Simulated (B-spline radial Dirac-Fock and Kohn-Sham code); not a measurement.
L-shell conversion coefficients of Kr against transition energy

The computed values come from a radial atomic solver: a Dirac-Hartree-Slater potential of the neutral atom with a Latter tail (no hole, which puts coefficients of high multipoles low close above an edge), finite nucleus with surface currents. Subshells within 1 keV of threshold and pair formation are left out.

```
energy (keV)        E1        E5        M1        M2        M4        M5
          12      4.47  5.94e+09      6.30      1300  3.72e+07  3.97e+09
        17.2      1.58  3.91e+08      2.15       253  2.84e+06  2.22e+08
        17.3      1.55  3.74e+08      2.11       247  2.73e+06  2.12e+08
          20      1.02  1.23e+08      1.37       129    986000  6.72e+07
        27.9     0.386  9.43e+06     0.510      30.1     99400  4.94e+06
          34     0.216  2.03e+06     0.285      12.9     26200  1.07e+06
        38.5     0.150    773000     0.198      7.60     11500    415000
        42.4     0.113    365000     0.149      5.07      6090    200000
          50    0.0691    101000    0.0924      2.56      2090     57900
        50.7    0.0663     91000    0.0887      2.42      1910     52300
        51.1    0.0648     85600    0.0867      2.34      1820     49300
         100   0.00874       493    0.0129     0.164      28.6       392
         176   0.00163      7.72   0.00278    0.0205      1.15      8.96
         200   0.00112      3.14   0.00199    0.0131     0.576      3.99
         220  0.000849      1.63   0.00155   0.00945     0.349      2.21
         320  0.000295     0.140  0.000602   0.00273    0.0531     0.241
         323  0.000288     0.132  0.000588   0.00265    0.0507     0.229
         360  0.000215    0.0680  0.000450   0.00188    0.0303     0.125
         451  0.000119    0.0184  0.000262  0.000944    0.0109    0.0375
         500  9.22e-05    0.0105  0.000205  0.000695   0.00693    0.0221
         509  8.82e-05   0.00956  0.000197  0.000659   0.00642    0.0202
         660  4.79e-05   0.00261  0.000108  0.000314   0.00220   0.00581
         794  3.20e-05   0.00113  7.20e-05  0.000190   0.00108   0.00255
        1000  2.01e-05  0.000446  4.38e-05  0.000104  0.000471  0.000979
        1020  1.93e-05  0.000413  4.21e-05  9.93e-05  0.000440  0.000905
        1170  1.50e-05  0.000251  3.16e-05  7.06e-05  0.000277  0.000534
        1310  1.22e-05  0.000170  2.51e-05  5.37e-05  0.000192  0.000353
        1620  8.54e-06  8.70e-05  1.65e-05  3.27e-05  0.000100  0.000169
        2000  6.14e-06  4.76e-05  1.11e-05  2.05e-05  5.51e-05  8.67e-05
```

Task: How fast do they fall between 1310 and 2000 keV?

Result: As powers of the energy: E1 E^-1.63, E5 E^-3.01, M1 E^-1.94, M2 E^-2.28, M4 E^-2.96, M5 E^-3.32. Within one type (E or M) the higher multipoles fall faster.
